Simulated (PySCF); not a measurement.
**C₆ coefficients of unlike pairs at PW91**

Calculated with PySCF 2.14 from the dipole response of each species, C₆(A,B) = (3/π) ∫ α_A(iu) α_B(iu) du, in atomic units, from isotropic polarisabilities. For ions this is the dispersion term alone; charge-induced terms of lower order in 1/R come first.

| species | configuration | basis | relativity | α (bohr³) | C₆ (like pair) |
| --- | --- | --- | --- | --- | --- |
| Sc+ | [Ar] 3d1 4s1 (3D) | aug-cc-pwCVTZ (10s9p7d4f3g) | none | 59.72 | 404.7 |
| Ag(2+) | [Kr] 4d9 (2D) | aug-cc-pVTZ-PP with ECP28MDF (6s6p5d3f2g) | core potential | 6.231 | 32.37 |
| Mg+ | [Ne] 3s1 (2S) | dyall-av3z (20s13p6d4f) | none | 33.45 | 143.7 |
| C(3+) | [He] 2s1 (2S) | def2-QZVPPD (8s4p4d2f1g) | none | 3.127 | 2.470 |

Q: Estimate C₆ for C(3+) with Mg+.

A: The integral gives 17.88. The combination rule 2 C_A C_B / (C_A α_B/α_A + C_B α_A/α_B) gives 17.81 and the geometric mean 18.84.

No spin-orbit coupling is included.

The other pairs:

```tsv
pair	C₆
Mg+, Sc+	240.5
C(3+), Sc+	29.86
Ag(2+), Sc+	82.17
Mg+, Ag(2+)	47.94
C(3+), Ag(2+)	7.668
```
